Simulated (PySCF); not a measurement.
## Spinor energies of Br(12+) (bromine, charge +12)

Start: [Ar] 3d5; 3d3/2 filled at m_j = -3/2, -1/2, +1/2, +3/2; 3d5/2 filled at m_j = +5/2. Calculated with PySCF 2.14 in an even-tempered Gaussian basis (17 s from 0.88 bohr⁻², ratio 2.8; 12 p from 1.1 bohr⁻², ratio 2.8; 8 d from 1.1 bohr⁻², ratio 2.8; 4 f from 4.9 bohr⁻², ratio 3): generalised Hartree-Fock with the X2C-1e Hamiltonian and a Gaussian nucleus; one run each with spin-orbit coupling (SO) switched off, then screened by Boettger's factors.

| spinor shell | electrons | ε, spin-free (eV) | ε, screened SO (eV) | weight of nominal j (screened SO) | rms radius, screened SO (bohr) |
| --- | --- | --- | --- | --- | --- |
| 1s1/2 | 2 | -13896.2 | -13895.8 | 1.000 | 0.0492 |
| 2s1/2 | 2 | -2164.3 | -2164.2 | 1.000 | 0.205 |
| 2p1/2 | 2 | -1944.1 | -1977.9 | 0.986 | 0.180 |
| 3s1/2 | 2 | -574.19 | -574.16 | 1.000 | 0.557 |
| 3p1/2 | 2 | -499.26 | -514.52 | 0.664 | 0.556 |
| 3p3/2 | 4 | -499.26 | -491.75 | 0.832 | 0.565 |
| 3d3/2 | 4 | -396.91 | -397.05 | 0.549 | 0.537 |
| 3d5/2 | 1 | -396.91 | -396.26 | 1.000 | 0.539 |

(1) Where does 2p3/2 lie, and what is the 2p spin-orbit splitting (screened SO)?

| quantity | spin-free | screened SO |
| --- | --- | --- |
| E (hartree) | -2542.77688 | -2542.92800 |
| M_J | 5/2 | 5/2 |
| ⟨J²⟩ | 8.751 | 8.751 |
| ⟨L²⟩ | 0.000 | 0.027 |
| ⟨S²⟩ | 8.751 | 8.694 |

Each row is a mean over spinors that exchange with the open shell spreads, by up to 25.720 eV (3p3/2).

Rows whose weight is well below 1 are mixtures of j = l ± 1/2: exchange outweighs spin-orbit coupling there, and the label is only the starting occupation.

Without spin-orbit coupling the j labels of p, d and f shells carry no meaning; the spin-free column gives the mean over the occupied spinors of each nl shell.

Answers

(1) At -1927.8 eV, 50.029 eV above 2p1/2.
